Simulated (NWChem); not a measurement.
Species: C$_{3}$H$_{5}$BO$_{2}$; SMILES C#CB(O)CO

```xyz
11

C      1.2643     2.0589    -0.0299
C      0.4049     1.2000    -0.0110
B     -0.6354     0.0659     0.0029
O     -1.9691     0.3284     0.0870
C     -0.1781    -1.4415    -0.1363
O      1.2010    -1.7022     0.1282
H      2.0106     2.8225    -0.0432
H     -2.1592     1.2779     0.1301
H     -0.7630    -2.0697     0.5489
H     -0.4559    -1.7894    -1.1516
H      1.7014    -0.9078    -0.1153
```
Atoms are numbered in this order, from 1.

Level: B3LYP/6-31G* (spherical d) (NWChem), optimised geometry, unscaled harmonic frequencies. 

```
frequency (cm⁻¹)  IR intensity (km/mol)
----------------  ---------------------
61                                  2.2
116                                 1.1
211                                 0.7
244                                90.7
257                                14.3
393                                12.8
459                                 5.5
562                                 8.2
646                                12.9
653                               126.5
676                                45.4
717                                50.5
872                                14.0
964                               170.1
1081                               22.7
1210                               19.7
1235                              194.1
1289                               88.2
1371                              246.0
1449                                6.2
1502                               10.5
2177                               69.2
2931                               53.8
3060                               23.7
3481                               35.9
3729                               23.2
3759                               42.5
```

| Quantity | Result |
|---|---|
| zero-point energy | 50.2 kcal/mol |
| thermal correction to the enthalpy at 298.15 K (with zero-point energy) | 55.3 kcal/mol |
| heat capacity Cv | 24.8 cal/(mol K) |
| entropy at 298.15 K and 1 atm (symmetry number 1) | 83.4 cal/(mol K) |
| dipole moment | 3.51 D |

Rigid rotor and harmonic oscillator; modes under 100 cm⁻¹ make the entropy uncertain.
